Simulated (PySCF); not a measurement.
C2H4F2Si.
Structure used (PBE0-D3(BJ)/def2-SVP), in Å, numbered top down from 1:
```xyz
9
C2H4F2Si angstrom
F      2.7211    0.0694    0.4151
C      1.4581   -0.3183    0.3483
C      0.4763    0.4766   -0.0902
F      0.7662    1.7271   -0.4807
Si    -1.3256   -0.0447   -0.2036
H      1.2813   -1.3448    0.6790
H     -1.7965    0.0669   -1.6143
H     -2.1661    0.8334    0.6608
H     -1.4106   -1.4604    0.2600
```

Lines to be assigned: C 1s: 292.68 (area 1), 293.09 (area 1) eV; F 1s: 693.18 (area 1), 693.45 (area 1) eV; Si 1s: 1847.17 eV; Si 2p3/2: 107.40 eV.

Method used: PySCF, delta-SCF UKS SCAN, pcX-2 on the ionised atom, pcseg-1 elsewhere, spin-free X2C. Isolated species at its PBE0-D3(BJ)/def2-SVP geometry, gas phase.

**Question.** Which carbon gives which C 1s line?

**Answer.** 292.68 eV: C3 (vinylic C–F carbon); 293.09 eV: C2 (vinylic C–F carbon). Lowest listed C 1s: C3, bonded to F, C (double bond) and Si. Highest, 0.41 eV above it: C2, bonded to F, C (double bond) and H. Summing the Pauling electronegativity differences to the bonded atoms, each weighted by its formal bond order, gives +0.78 for the lowest site and +1.08 for the highest.

**Question.** Assign the F 1s lines to atoms.

**Answer.** 693.18 eV: F4 (vinyl fluorine); 693.45 eV: F1 (vinyl fluorine). The listed F 1s values span 0.27 eV, from F4 (bonded to C) to F1 (bonded to C). Summing the Pauling electronegativity differences to the bonded atoms, each weighted by its formal bond order, gives -1.43 for the lowest site and -1.43 for the highest; the sum is the same at every site.

Bonded neighbours of each site: F1: C; C2: F, C (double bond) and H; C3: F, C (double bond) and Si; F4: C; Si5: C and 3 H.

**Question.** Give the binding energy of Si 2p3/2 of Si5 in hartree and in kJ/mol.

**Answer.** 107.40 eV = 3.9469 Eh = 10363 kJ/mol.

Spin–orbit coupling isn't in the SCF: each 2p doublet comes from a relaxed spin-free hole plus a matrix of the shell (mean-field spin–orbit coupling and the ground-state 2p splitting), with 2p3/2 averaged over its two sublevels. 2p1/2 minus 2p3/2 (ligand field included): Si 0.62 eV.

On one thread, Arm Neoverse V2, no GPU, shared host, this took 28 s of wall time.
